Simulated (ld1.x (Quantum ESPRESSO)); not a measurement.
Ranking TM potentials for Bi

All share these settings but for the change named:

- Element: bismuth (Bi)
- Generator: ld1.x (Quantum ESPRESSO) 7.5
- Type: norm-conserving Troullier–Martins (Kleinman–Bylander form)
- Functional: PBE
- Relativity: non-relativistic
- Frozen core: [Xe] 4f14
- Valence charge: 15
- Reference configuration: 5d10 6s2 6p1.5 (charge +1.5)
- Partial waves: 6s (bound): rc 2.00 bohr; 5d (bound): rc 1.15 bohr; 6p (bound): rc 2.35 bohr
- Local potential: the p channel
- Core correction: Bessel-smoothed model core inside 0.95 bohr

Test errors are all-electron minus pseudo excitation energies from the reference, over 5d10 6s2 6p3; 5d10 6s2 6p2; 5d10 6s2 6p1; 5d10 6s2 6p3.3; 5d9 6s2 6p4; 5d10 6s2 6p2.5; 5d10 6s2 6p0. None of these files shows a bound ghost.

The base gives 433.7 meV.

Of 7 variants that were run, those that failed, showed a ghost or another fault, or gave nearly equal values are left out.

A variant can come out equal or close to the base, since the largest error may sit in a test that the change hardly touches while other tests move.

Q: Rank these variants by their largest absolute test error, smallest first.
A. all radii but the core radius scaled by about 1.10 (s 2.20, p 2.58, d 1.26 bohr)
B. all radii but the core radius scaled by about 1.28 (s 2.56, p 3.02, d 1.48 bohr)
C. all radii but the core radius scaled by about 0.79 (s 1.58, p 1.84, d 0.90 bohr)

A: C (208.7 meV), B (342.4 meV), A (429.9 meV).
